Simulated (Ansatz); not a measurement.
Isomers of GeH7NSi, B3LYP-D3(BJ)/def2-TZVP minima from an xTB search, which can miss the lowest.
Isomer 1, SMILES [SiH3][NH][GeH3] (charge 0, multiplicity 1):
```xyz
10

Si    -1.49891    -0.04054     0.53600
N     -0.11976    -0.55022    -0.36098
Ge     1.54448     0.25376    -0.43766
H     -1.60527    -0.64714     1.89025
H     -2.74115    -0.38967    -0.19631
H     -1.40126     1.42772     0.70418
H     -0.14031    -1.48569    -0.74168
H      2.51108    -0.33527     0.61227
H      1.32353     1.74766    -0.16334
H      2.12757     0.01940    -1.84273
```
Isomer 2, SMILES N[SiH2][GeH3] (charge 0, multiplicity 1, Z-matrix in Å and degrees):
```
Si
N 1 1.7261
H 2 1.0079 1 120.35
H 2 1.0083 3 110.95 1 -148.36
H 1 1.4824 2 107.39 3 169.85
H 1 1.4910 5 106.86 2 -124.57
Ge 1 2.3876 5 110.86 6 -117.42
H 7 1.5398 1 111.78 5 -50.45
H 7 1.5410 8 108.21 1 -122.92
H 7 1.5435 8 107.54 9 -115.79
```

Cores are frozen in the correlated methods. Filled d and f shells under p-block atoms count as core. MP2 and its Hartree–Fock in def2-QZVPP are density fitted.

The values were computed with Ansatz (a first-principles code). Each number belongs to the level named beside it.

The energy of isomer 2 above isomer 1 is E(isomer 2) − E(isomer 1). Total energies (hartree):

| level | isomer 2 | isomer 1 |
|---|---|---|
| HF/def2-TZVPP | -2422.8821486 | -2422.8864012 |
| MP2/def2-TZVPP | -2423.3516128 | -2423.3556513 |
| HF/def2-QZVPP | -2422.9365166 | -2422.9410381 |
| MP2/def2-QZVPP | -2423.4390105 | -2423.4429544 |
| CCSD(T)/def2-TZVPP | -2423.4188460 | -2423.4203602 |

Problem. Work out the energy of isomer 2 above isomer 1 at the basis-set limit: extrapolate the MP2 correlation part as X⁻³, take Hartree–Fock from the larger set, and add the CCSD(T) − MP2 difference of def2-TZVPP.

Solution. 
1. Differences (1 hartree = 627.509 kcal/mol): HF/def2-TZVPP 2.669; MP2/def2-TZVPP 2.534; HF/def2-QZVPP 2.837; MP2/def2-QZVPP 2.475; CCSD(T)/def2-TZVPP 0.950.
2. Correlation parts, MP2 less HF: -0.134 in def2-TZVPP (X = 3), -0.362 in def2-QZVPP (X = 4).
3. Limit (4³·(-0.362) − 3³·(-0.134))/(4³ − 3³) = -0.529; with HF/def2-QZVPP it gives 2.308.
4. CCSD(T) less MP2 in def2-TZVPP: -1.584.
Result: 0.72 kcal/mol, against 2.53 at MP2/def2-TZVPP. It is an estimate of this method's limit, not of the exact value.
